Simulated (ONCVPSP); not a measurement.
**titanium (Ti), ONCV: configuration errors across variants**

```json
{
  "Element": "titanium (Ti)",
  "Generator": "ONCVPSP 4.0.1",
  "Type": "optimised norm-conserving Vanderbilt (ONCV)",
  "Functional": "PBE",
  "Relativity": "scalar-relativistic",
  "Frozen core": "[Ne]",
  "Valence charge": "12",
  "Reference configuration": "3s2 3p6 3d2 4s2",
  "Partial waves": "3s+4s: rc 1.95 bohr, ncon 4, nbas 7, qcut 6.8 1/bohr, 3 projectors, debl 0.7 Ha; 3p: rc 1.70 bohr, ncon 5, nbas 10, qcut 8.7 1/bohr, 2 projectors, debl 0.5 Ha; 3d: rc 2.45 bohr, ncon 4, nbas 9, qcut 6.8 1/bohr, 1 projector",
  "Local potential": "polynomial inside 1.55 bohr (lpopt 3, dvloc0 3 Ha)",
  "Core correction": "none"
}
```

In the p channel the program set the typed energies aside and used -1.428, 0.250 Ha.

All-electron excitation energies from the reference (eV): (1) 3s2 3p6 3d2 4s1 7.347; (2) 3s2 3p6 3d2 4s0 20.919; (3) 3s2 3p6 3d1 4s0 47.867; (4) 3s2 3p6 3d1 4s2 4p1 4.672.

Errors AE − PS in meV (a dash: test not solved or not reliable):

| change | (1) | (2) | (3) | (4) | bound ghosts | GHOST(+) flags above zero |
| --- | --- | --- | --- | --- | --- | --- |
| base | -0.5 | -10 | +182 | +194 | none | none |
| s: rc 2.66 | -0.7 | -11 | +181 | +195 | none | none |
| d: qcut 5.4 | -1.6 | -23 | +278 | +288 | none | none |
| core correction Teter function fitted to the true core (icmod 2), fcfact 0.3 | -0.8 | -12 | +182 | +193 | none | none |
| p: ncon 4, nbas 9 | -0.5 | -10 | +182 | +194 | none | none |

Task: Give the same row for: s: qcut 7.9; p: qcut 10.1; d: qcut 7.9.

Result: -0.2, -5.7, +136, +149; bound ghosts: none; GHOST(+) flags above zero: none.
